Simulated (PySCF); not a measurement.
PySCF 2.14 output of an unrestricted PBE calculation on a single atom or ion in dyall-av2z (11s7p2d, 42 functions), with the non-relativistic Hamiltonian (point nucleus):

```
SCF conv_tol = 1e-09
number electrons alpha = 3  beta = 1
    J. P. Perdew, K. Burke, and M. Ernzerhof.,  Phys. Rev. Lett. 77, 3865 (1996)
    J. P. Perdew, K. Burke, and M. Ernzerhof.,  Phys. Rev. Lett. 78, 1396 (1997)
    J. P. Perdew, K. Burke, and M. Ernzerhof.,  Phys. Rev. Lett. 77, 3865 (1996)
    J. P. Perdew, K. Burke, and M. Ernzerhof.,  Phys. Rev. Lett. 78, 1396 (1997)
cycle= 1 E= -14.4112878589696  delta_E= -0.00241  |g|= 0.00934  |ddm|= 0.0716
cycle= 2 E= -14.4113889047831  delta_E= -0.000101  |g|= 0.00405  |ddm|= 0.0337
cycle= 3 E= -14.4114194323704  delta_E= -3.05e-05  |g|= 0.00051  |ddm|= 0.011
cycle= 4 E= -14.4114196315139  delta_E= -1.99e-07  |g|= 1.53e-05  |ddm|= 0.000757
cycle= 5 E= -14.411419631849  delta_E= -3.35e-10  |g|= 4.84e-07  |ddm|= 4.28e-05
converged SCF energy = -14.411419631849  <S^2> = 2.000013  2S+1 = 3.0000086
```

The run itself started from symmetry-adapted Hartree-Fock orbitals and held the occupation by maximum overlap, on a logarithmic radial grid, so the iterations belong to that start.

Which element, charge and spin multiplicity is this?

Be (beryllium, neutral), multiplicity 3; the state was [He] 2p2, high-spin 3P determinant (an excited configuration).
